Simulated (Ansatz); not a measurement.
Input file for `C[SiH2]NBCl`:

```yaml
crystal:
  periodic: [false, false, false]
  atoms:
    - {symbol: C, position_ang: [-0.417996, -0.767454, -1.730501]}
    - {symbol: Si, position_ang: [0.513518, -0.750572, -0.118104]}
    - {symbol: N, position_ang: [-0.263375, 0.285216, 1.061219]}
    - {symbol: B, position_ang: [0.222318, 1.497647, 1.544189]}
    - {symbol: Cl, position_ang: [-0.711390, 2.426082, 2.727148]}
    - {symbol: H, position_ang: [-1.442647, -1.120847, -1.590230]}
    - {symbol: H, position_ang: [0.070437, -1.433581, -2.446733]}
    - {symbol: H, position_ang: [-0.459080, 0.233357, -2.166233]}
    - {symbol: H, position_ang: [0.568497, -2.129814, 0.437537]}
    - {symbol: H, position_ang: [1.888419, -0.224606, -0.294015]}
    - {symbol: H, position_ang: [-1.157505, -0.015522, 1.428210]}
    - {symbol: H, position_ang: [1.265705, 1.944894, 1.181611]}
basis:
  gaussian: {orbitals: def2-SVP}
correlation: {method: ccsd_t}
```

```sh
$ ansatz run in.yaml --threads 4 --pin off --events-out ev --progress --plain --max-ram 10444MiB
```

The program prints (abridged):

```
Functional definition: HF
1119 factors; integrals over basis functions are off by at most 1.2e-3 eV
mean field evaluation 1: about -23652.0187 eV, gradient 3.4e1 eV
mean field evaluation 2: about -23652.0754 eV, gradient 3.4e1 eV
mean field evaluation 4: about -23655.1270 eV, gradient 3.7e0 eV
mean field evaluation 8: about -23655.1744 eV, gradient 1.4e-4 eV
mean field -23655.17442658 eV, -869.3116261236 hartree, gradient 2.3e-6 eV, S^2 0.000000; 0 other end points of the search recorded, 0 dependent functions left out
13 core orbitals not correlated: weight in the atoms' cores, before any rotation towards them, 1.000 or more for the frozen orbitals, at most 0.000 for the correlated occupied ones
reference -23655.17442658 eV, -869.3116261236 hartree; 15, 15 occupied and 85, 85 virtual orbitals, 1119 factors
second order -17.10735747 eV of doubles, -0.00000000 eV of singles
cycle   1  -18.22625236 eV  change    -1.1e0 eV  update   9.2e-2
cycle   2  -18.70661499 eV  change   -4.8e-1 eV  update   2.7e-2
cycle   3  -18.78902334 eV  change   -8.2e-2 eV  update   1.2e-2
cycle   4  -18.78457231 eV  change    4.5e-3 eV  update   3.6e-3
cycle   5  -18.78409930 eV  change    4.7e-4 eV  update   1.3e-3
cycle   6  -18.78386173 eV  change    2.4e-4 eV  update   3.9e-4
cycle   7  -18.78379509 eV  change    6.7e-5 eV  update   1.4e-4
cycle   8  -18.78381468 eV  change   -2.0e-5 eV  update   4.9e-5
cycle   9  -18.78381295 eV  change    1.7e-6 eV  update   1.6e-5
perturbative correction -0.50698634 eV, -0.0186314044 hartree
Total energy: -23674.46522586 eV, -870.0205499216 hartree
```

Run time 6 s (4 threads of an Arm Neoverse V1 on a shared host); peak host memory 0.57 GiB.

Correlation energy per correlated electron: -0.643 eV. T1 diagnostic: 0.0114.
